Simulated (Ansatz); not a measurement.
Born–Oppenheimer molecular dynamics of AlClH6O2Si2 (12 atoms, charge 0, multiplicity 1). It goes on from the last frame of an earlier run, with new velocities.

These are results of Ansatz 0.2.0, RKS PBE/STO-3G, not measurements.

```json
{
  "ensemble": "NVT, Nosé–Hoover chain",
  "time step": "0.5 fs",
  "steps asked": "166",
  "set temperature": "300 K",
  "thermostat": "time constant 100 fs, chain length 3",
  "seed": "870160"
}
```

First frame:

```xyz
12
Properties=species:S:1:pos:R:3
Al -0.150 -1.108 -0.655
Cl 0.148 -1.736 1.325
O 1.114 -0.882 -1.694
Si 2.779 -0.919 -1.266
H 2.805 -1.585 0.007
H 3.639 -1.567 -2.243
H 3.374 0.356 -1.025
O -1.566 -0.774 -1.478
Si -3.110 -0.906 -0.775
H -3.919 -2.130 -0.842
H -3.018 -0.504 0.620
H -4.064 0.101 -1.142
```

**Question.** How far do the bonds stretch over the last three quarters of this one trajectory? (Pairs bonded in most of those frames.)

**Answer.** 
| bond | mean (Å) | spread (Å) | shortest | longest |
| --- | --- | --- | --- | --- |
| Al1–Cl2 | 2.109 | 0.042 | 2.06 | 2.18 |
| Al1–O3 | 1.681 | 0.024 | 1.65 | 1.72 |
| Al1–O8 | 1.690 | 0.016 | 1.66 | 1.73 |
| O3–Si4 | 1.717 | 0.026 | 1.66 | 1.75 |
| Si4–H5 | 1.466 | 0.026 | 1.43 | 1.51 |
| Si4–H6 | 1.465 | 0.029 | 1.42 | 1.51 |
| Si4–H7 | 1.465 | 0.039 | 1.41 | 1.52 |
| O8–Si9 | 1.718 | 0.015 | 1.70 | 1.74 |
| Si9–H10 | 1.468 | 0.034 | 1.41 | 1.51 |
| Si9–H11 | 1.470 | 0.012 | 1.45 | 1.50 |
| Si9–H12 | 1.463 | 0.022 | 1.43 | 1.50 |

Mean temperature of the second half: 358 K. The conserved energy stayed within 0.058 meV per atom of its start (net change -0.043 meV per atom), so the integration is sound. The mean temperature of the second half is 19 % above the set value. A run of 0.083 ps of so small a system gives no equilibrium averages. Limits of this set-up: minimal basis.

Run time: 7.6 min on 1 thread of Arm Neoverse V2, on a shared host, peak memory 0.1 GiB.
